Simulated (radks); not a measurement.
Species: W. Configuration: [Xe] 4f14 5d4 6s2.

Method: Dirac Kohn-Sham, BLYP, spin-unpolarised, spherical densities, finite nucleus; open shells are shared between the two j in proportion to 2j + 1; Fermi nuclear charge, rms radius 5.3658 fm; computed with a radial shooting solver on a logarithmic mesh with Libxc functionals.

Energy parts (eV):
part                       energy
total                  -439852.57
kinetic                 495348.60
electron-nucleus      -1098469.93
Hartree                 172139.47
exchange-correlation     -8870.71

Orbitals (lengths in bohr, moments of r in powers of bohr):
| orbital | occ. | eigenvalue (eV) | <r> | small-component weight |
|---|---|---|---|---|
| 1s1/2 | 2 | -69378.75 | 0.01835 | 7.79e-02 |
| 2s1/2 | 2 | -11967.08 | 0.07695 | 1.76e-02 |
| 2p1/2 | 2 | -11446.94 | 0.06365 | 1.77e-02 |
| 2p3/2 | 4 | -10093.84 | 0.07160 | 1.60e-02 |
| 3s1/2 | 2 | -2755.563 | 0.2006 | 5.81e-03 |
| 3p1/2 | 2 | -2523.240 | 0.1905 | 5.75e-03 |
| 3p3/2 | 4 | -2230.677 | 0.2053 | 5.26e-03 |
| 3d3/2 | 4 | -1838.341 | 0.1797 | 5.14e-03 |
| 3d5/2 | 6 | -1774.708 | 0.1842 | 5.01e-03 |
| 4s1/2 | 2 | -568.0237 | 0.4495 | 1.91e-03 |
| 4p1/2 | 2 | -471.5804 | 0.4546 | 1.82e-03 |
| 4p3/2 | 4 | -403.7362 | 0.4879 | 1.63e-03 |
| 4d3/2 | 4 | -245.0862 | 0.5048 | 1.44e-03 |
| 4d5/2 | 6 | -232.5868 | 0.5162 | 1.39e-03 |
| 4f5/2 | 6 | -34.1320 | 0.6031 | 9.82e-04 |
| 4f7/2 | 8 | -31.8940 | 0.6128 | 9.60e-04 |
| 5s1/2 | 2 | -78.6963 | 1.068 | 4.27e-04 |
| 5p1/2 | 2 | -50.1188 | 1.177 | 3.51e-04 |
| 5p3/2 | 4 | -40.2761 | 1.283 | 2.99e-04 |
| 5d3/2 | 1.6 | -4.7881 | 2.022 | 1.27e-04 |
| 5d5/2 | 2.4 | -4.0613 | 2.123 | 1.16e-04 |
| 6s1/2 | 2 | -5.5977 | 3.187 | 4.78e-05 |

The highest occupied level is 5d5/2 at -4.061 eV. The density falls to 0.001 e/bohr^3 at r = 4.81 bohr. Summed over all electrons, <r^2> = 70.19 bohr^2, which gives a Langevin (diamagnetic) susceptibility term of -55.6 x 10^-6 cm^3/mol. For comparison, the ionisation energy in NIST's Atomic Spectra Database is 7.864 eV (measured). In exact Kohn-Sham theory the highest level is minus the ionisation energy, but local and semilocal functionals leave it too shallow, through self-interaction and a potential that decays too fast; potentials with the right tail come closer. The electron density at the nucleus is 1.425e+06 e/bohr^3.

Beside tabulated values, note that spin-unpolarised runs miss the spin-polarisation part of the exchange energy of open shells.
